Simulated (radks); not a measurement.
Q: The tin anion Sn4-, [Xe], held by a Watson sphere: a shell of charge +4 at radius R that stands for the Madelung well of a crystal (potential energy -4/R inside, -4/r outside, in hartree with lengths in bohr). Calculated with a radial shooting solver on a logarithmic mesh with Libxc functionals: scalar-relativistic Kohn-Sham, LDA (Slater exchange, Perdew-Wang correlation), spin-polarised, spherical densities, finite nucleus; Fermi nuclear charge, rms radius of each element as measured or else 0.836 A^(1/3) + 0.57 fm. Response by self-consistent Sternheimer equations with the Hartree and adiabatic LDA kernel, the relativistic mass of each level held fixed and spin-orbit coupling left out. The sphere does not respond.

R (bohr)  e(4d) (eV)  e(5s) (eV)  e(5p) (eV)  <r> 5p (bohr)  sum of <r^2> (bohr^2)  X-ray form factor at sin(theta)/lambda = 0.3 1/angstrom  alpha (bohr^3)
2.99         -25.116     -12.699      -6.311          3.110                  104.2                                                   34.548           73.17
3.48         -24.145     -11.365      -5.535          3.375                  117.3                                                   34.660           103.2
4.26         -23.421      -9.872      -4.494          3.810                  140.7                                                   34.742           177.4
4.8          -23.184      -9.194      -3.928          4.118                  158.7                                                   34.754           253.7
4.94         -23.142      -9.057      -3.801          4.199                  163.7                                                   34.755           277.5
5.15         -23.091      -8.875      -3.624          4.321                  171.3                                                   34.756           316.6
5.36         -23.051      -8.721      -3.461          4.443                  179.2                                                   34.756           359.8
5.88         -22.991      -8.437      -3.116          4.745                  199.9                                                   34.759           486.0

Estimate the row for R = 2.97 bohr.

A: e(4d) (eV) -25.170; e(5s) (eV) -12.761; e(5p) (eV) -6.344; <r> 5p (bohr) 3.099; sum of <r^2> (bohr^2) 103.7; X-ray form factor at sin(theta)/lambda = 0.3 1/angstrom 34.543; alpha (bohr^3) 72.15.
